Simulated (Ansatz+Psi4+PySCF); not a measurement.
**doublet BeS(+): levels of theory in one basis**

| atom | x (Å) | y (Å) | z (Å) |
| --- | --- | --- | --- |
| Be | 0.0000 | 0.0000 | -0.0077 |
| S | 0.0000 | 0.0000 | 2.0957 |

Basis set: cc-pCVTZ on Be; cc-pV(T+d)Z on S (spherical functions). Left uncorrelated: 5 orbitals. Correlation on ROHF uses semicanonical orbitals with singles. Charge 1, multiplicity 2.

Computed with Ansatz (development build ahead of 0.2.0) and Psi4 1.11; each method stands on the lowest determinant of its kind that the runs found.

```csv
method,E − E(ROHF) (eV),<S²> of the determinant
ROHF,0.00,0.75
UHF,-0.15,0.77
ROHF-MP2,-5.65,–
UHF-MP2,-5.62,0.77
```
